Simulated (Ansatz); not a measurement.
HClSi, SMILES `[SiH]Cl` (excited triplet) (charge 0, multiplicity 3). This triplet is an excited state, 1.49 eV above the relaxed singlet at the level composite: frozen-core CCSD(T) with HF/cc-pVQZ and the correlation energy extrapolated as X^-3 from cc-pVTZ and cc-pVQZ, plus CCSDT(Q) minus CCSD(T) in cc-pVDZ // PBE0-D3(BJ)/def2-TZVP (Ansatz, a quantum-chemistry and plane-wave program).

Cartesian coordinates (Å):
SMILES: [SiH]Cl
```xyz
3

Si    -0.2573     0.5958     0.0000
Cl     1.6288    -0.2006     0.0000
H     -1.3716    -0.3953     0.0000
```
Charge 0, spin multiplicity 3.

Frozen-core energies in cc-pVDZ from Ansatz at a geometry from PBE0-D3(BJ)/def2-TZVP; the HF reference has <S^2> = 2.01 and the T1 diagnostic is 0.017.

```
level     energy (Ha)  difference from CCSDT(Q) (mHa)
--------  -----------  ------------------------------
HF         -748.98197                          229.79
MP2        -749.17887                           32.89
CCSD       -749.20535                            6.41
CCSD(T)    -749.21053                            1.23
CCSDT      -749.21134                            0.43
CCSDT(Q)   -749.21176                            0.00
```
